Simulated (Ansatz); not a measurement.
Relaxation of FH₃NOSc (7 atoms, charge 0, multiplicity 1), to a largest force component of 0.015 eV/Å in at most 40 steps.

All numbers below come from Ansatz 0.2.0, RKS r2SCAN-D4/def2-SVPD.

```xyz
7
Properties=species:S:1:pos:R:3
N -0.834 1.224 -0.171
Sc 0.059 -0.555 -0.168
O 1.508 -1.064 0.763
F -0.708 -1.776 -1.238
H -1.657 1.413 -0.748
H -0.650 2.102 0.313
H 2.282 -1.345 1.250
```

Problem. Where does it end, and by what steps?

Solution. The forces met the threshold. After 8 steps the energy has fallen by 0.191 eV; H6 moved furthest, 0.20 Å.

```csv
step,energy less start (eV),largest force component (eV/Å),accepted
0,0.0000,1.953,yes
1,-0.1469,0.593,yes
2,-0.1773,0.112,yes
3,-0.1814,0.081,yes
4,-0.1836,0.325,yes
5,-0.1888,0.179,yes
6,-0.1893,0.265,yes
7,-0.1906,0.021,yes
8,-0.1907,0.007,yes
```

```xyz
7
Properties=species:S:1:pos:R:3
N -0.825 1.182 -0.184
Sc -0.005 -0.618 -0.242
O 1.511 -0.877 0.836
F -0.803 -1.888 -1.355
H -1.643 1.489 -0.705
H -0.506 1.972 0.373
H 2.270 -1.259 1.276
```

Whether the end is a true minimum wasn't checked by a vibrational analysis.

The run took 47 s on 2 threads of Arm Neoverse V1, with other jobs on the host, peak memory 0.19 GiB.
